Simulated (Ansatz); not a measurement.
Basis-set extrapolation for CH4B2ClF (`CB(F)BCl`) (PBE0-D4/def2-TZVP geometry, frozen core, the Gaussian-basis code of Ansatz). Multiplicity 1, RHF reference.

```csv
,def2-TZVPP,def2-QZVPP
HF,-648.680092,-648.701157
MP2 correlation,-0.800439,-0.867659
CCSD(T) correlation,-0.878387,not run
```

Energies in hartree. Use E(X) = E(∞) + A·exp(−7.88·√X) for Hartree–Fock and E(X) = E(∞) + B·X^(−2.97) for correlation, with X = 3 and 4, and add CCSD(T) minus MP2 of the smaller set to the MP2 limit.

What is the CCSD(T) energy at the basis-set limit?

HF limit: -648.701157 + (-0.021065) × 0.13774 = -648.70406. MP2 limit: -0.867659 + (-0.067220) × 0.74074 = -0.91745. Higher-order term: -0.878387 − (-0.800439) = -0.07795. Total: -649.69946 hartree, 88.5 kcal/mol below CCSD(T)/def2-TZVPP.
